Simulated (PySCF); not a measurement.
C₄H₁₂Si.
Structure used (PBE0-D3(BJ)/def2-SVP), in Å, numbered top down from 1:
```xyz
17
C4H12Si angstrom
C     -0.715   -0.887   -1.501
Si    -0.002    0.000    0.001
C      0.283    1.815   -0.420
C     -1.209   -0.129    1.442
C      1.637   -0.796    0.482
H     -1.674   -0.443   -1.811
H     -0.890   -1.953   -1.285
H     -0.024   -0.828   -2.357
H      0.699    2.364    0.439
H     -0.658    2.307   -0.712
H      0.990    1.919   -1.259
H     -2.179    0.330    1.191
H     -1.395   -1.180    1.713
H     -0.818    0.384    2.335
H      1.505   -1.860    0.734
H      2.366   -0.735   -0.342
H      2.078   -0.296    1.358
```

Computed, not measured: PySCF, PBE0-D3(BJ)/def2-SVP geometry optimisation, gas phase.

Take the most abundant isotopes and a rigid rotor. 

Question: Give the principal moments of inertia and the rotational constants in GHz.

Answer: Ia = 164.02, Ib = 164.17, Ic = 164.19 u·Å²; 505379 MHz·u·Å²/I gives 3081, 3078 and 3078 MHz, that is A = 3.0812, B = 3.0784, C = 3.0780 GHz.

Question: Classify the top.

Answer: A spherical top, as the point group Td requires three equal moments; the computed ones differ by 0.10 % because the geometry is symmetric only within the optimiser's tolerance.

The point group Td allows no dipole (computed: 0.00 D), so a rigid rotor has no electric-dipole lines.

Question: Estimate the classical rotational partition function at 25 K, 200 K and 298.15 K.

Answer: Point group Td, symmetry number σ = 12; q = (√π/σ)·√((kT/h)³/(ABC)), k/h = 20836.6 MHz/K: 325 at 25 K, 7350 at 200 K, 13400 at 298.15 K.

Whether it is a minimum is left open (no frequencies). Constants of a rigid frame at the computed geometry: no zero-point averaging, no centrifugal distortion.
